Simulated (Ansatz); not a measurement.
`[SnH3]/[CH]=[C]1\[CH2][AlH]1` + `C[SeH]` → `C[Se][SnH3]` + `C=[C]1[CH2][AlH]1`  (ligand exchange at the Sn–C bond)

Program: Ansatz. Geometries: PBE0-D4/def2-TZVP. ΔE: electronic, gas phase. CCSD(T)/CBS is the MP2 limit (def2-TZVPP, def2-QZVPP) plus CCSD(T) − MP2 in def2-TZVPP, frozen cores. DFT in def2-TZVPP. def2 core potentials past Kr. For Se, Sn outer-core shells are correlated without core-valence functions, which leaves a few kJ/mol of doubt a bond. Scalar relativity is left out up to krypton.

| level | ΔE (kcal/mol) |
| --- | --- |
| B2PLYP | -20.0 |
| PBE0 | -20.9 |
| CCSD/def2-TZVPP | -18.5 |
| HF/CBS(def2) | -23.1 |

Task: What does CCSD(T)/CBS give? (Estimate.)

Result: Ansatz gave: -20.0 kcal/mol. The listed levels differ from it by 0.0, -0.9, 1.5, -3.1 kcal/mol.

Largest T1 diagnostic among the species: 0.014.

In def2-TZVPP, CCSD(T) changes the Hartree–Fock value by +5.2 kcal/mol (the triples alone add +0.7 kcal/mol) and MP2 by +5.0 kcal/mol. The D4 term adds +0.7 kcal/mol with B3LYP and +0.4 kcal/mol with PBE0; it sums over pairs of atoms, weighted by their polarisabilities, and B3LYP, whose exchange is more repulsive, gets the larger term. From PBE to PBE0 (25 % exact exchange), in def2-TZVPP and without D4, ΔE moves by −0.7 kcal/mol.

B3LYP here is the variant with VWN-RPA as its local correlation; programs differ in this.
